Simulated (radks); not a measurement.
Values are calculated unless marked as measured or tabulated.
Valence configurations of F (all share [He]). Level of theory: Dirac Kohn-Sham, BLYP, spin-unpolarised, spherical densities, point nucleus; open shells fill j = l - 1/2 first (a radial shooting solver on a logarithmic mesh with Libxc functionals). Energies are relative to 2s2 2p5; eigenvalues in eV.

valence      E (eV)  e(2p1/2)  e(2p3/2)  e(2s1/2)
2s2 2p5       0.000   -11.159   -11.095   -29.770
2s1.5 2p5.5   9.345   -11.371   -11.306   -30.012
2s1 2p6      18.706   -11.576   -11.512   -30.249

NIST lists [He] 2s2 2p5 as the ground configuration; this level of theory agrees among the configurations tried. The energies are those of spherical spin-averaged densities, not of single terms.
